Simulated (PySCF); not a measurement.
Distorted geometries of [AuCl2(H2O)2]−

[AuCl2(H2O)2]− (singlet). PySCF 2.14.0, RKS r2SCAN, Au def2-SVP with ECP60, Cl def2-SVP, O def2-SVP, H def2-SVP; non-relativistic Hamiltonian with scalar-relativistic core potentials where named; density fitting; no spin-orbit coupling. Relaxed geometry:

```xyz
9

Au    0.0000    0.0000    0.4754
Cl    1.6334    1.6334    0.4260
Cl   -1.6334   -1.6334    0.4260
O     1.6516   -1.6516   -1.6838
H     0.8079   -1.8638   -1.2537
H     1.8638   -0.8079   -1.2537
O    -1.6516    1.6516   -1.6838
H    -0.8079    1.8638   -1.2537
H    -1.8638    0.8079   -1.2537
```

Q: Order these distorted geometries by energy above the relaxed one, lowest first.
A.
```xyz
9

Au    0.0071   -0.0267    0.4829
Cl    1.6359    1.6026    0.3407
Cl   -1.6541   -1.6219    0.3837
O     1.5996   -1.6353   -1.6745
H     0.8357   -1.8458   -1.2270
H     1.8379   -0.7780   -1.2357
O    -1.6619    1.6161   -1.6399
H    -0.7718    1.8799   -1.2914
H    -1.8284    0.8091   -1.1940
```
B.
```xyz
9

Au    0.0320    0.1054    0.4828
Cl    1.6679    1.6565    0.4112
Cl   -1.6457   -1.6706    0.4240
O     1.5919   -1.4736   -1.5507
H     0.9005   -1.8860   -1.3355
H     1.9798   -0.8180   -1.4014
O    -1.7840    1.5089   -1.6482
H    -0.7537    1.8493   -1.2780
H    -1.9889    0.7281   -1.1595
```
C.
```xyz
9

Au    0.0076    0.1210    0.5199
Cl    1.7092    1.5395    0.4657
Cl   -1.8344   -1.5736    0.2886
O     1.5472   -1.9404   -1.6380
H     1.0621   -1.7427   -1.1495
H     1.8325   -0.8111   -1.3693
O    -1.7612    1.7079   -1.6449
H    -0.8781    1.8887   -1.3121
H    -1.6849    0.8107   -1.2157
```

A: A (0.17 eV), B (3.37 eV), C (4.86 eV).

Q: Which forces (eV/Å) act in the one that lies 0.17 eV up?

A: 
```
Au  -0.01  0.13 -0.18
Cl   0.07  0.04  0.12
Cl  -0.02 -0.09  0.13
O    3.42  1.79 -1.35
H   -3.18 -0.97  1.77
H   -0.22 -0.87 -0.48
O    1.19  2.05 -0.68
H   -0.99 -0.47 -0.26
H   -0.26 -1.61  0.92
```
Forces carry noise of the integration grid, about 0.01 to 0.03 eV/Å.

No frequency check is given that shows the relaxed geometry to be a minimum.
